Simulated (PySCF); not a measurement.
Isomers of C6H6ClN, one GFN2-xTB conformer each. Single-point energies are computed at PBE0/pcSseg-1 (PySCF, gas phase, no added dispersion term), electronic only.

```json
{"SMILES": "Nc1ccccc1Cl", "GFN2-xTB relative energy (kJ/mol)": "0.7"}
{"SMILES": "Nc1cccc(Cl)c1", "GFN2-xTB relative energy (kJ/mol)": "0.0"}
```

Q: What does PBE0/pcSseg-1 give for the same structures?

A: 
```csv
SMILES,PBE0/pcSseg-1 E (Eh),PBE0/pcSseg-1 (kJ/mol),GFN2-xTB (kJ/mol),point group
Nc1ccccc1Cl,-746.66300,0.0,0.7,near Cs
Nc1cccc(Cl)c1,-746.66207,2.5,0.0,near Cs
```

GFN2-xTB puts Nc1cccc(Cl)c1 lowest instead. Neighbours under 10 kJ/mol apart (Nc1ccccc1Cl and Nc1cccc(Cl)c1) can change places with a better method, another conformer or zero-point energy.

Q: Which frontier levels, dipoles and rotational constants go with these structures?

A: 
```json
{"SMILES": "Nc1ccccc1Cl", "HOMO (eV, PBE0/pcSseg-1)": "-6.11", "LUMO (eV)": "-0.31", "dipole (D)": "1.92", "A, B, C (MHz)": "2981, 1557, 1023"}
{"SMILES": "Nc1cccc(Cl)c1", "HOMO (eV, PBE0/pcSseg-1)": "-6.16", "LUMO (eV)": "-0.31", "dipole (D)": "3.16", "A, B, C (MHz)": "3462, 1212, 898.0"}
```
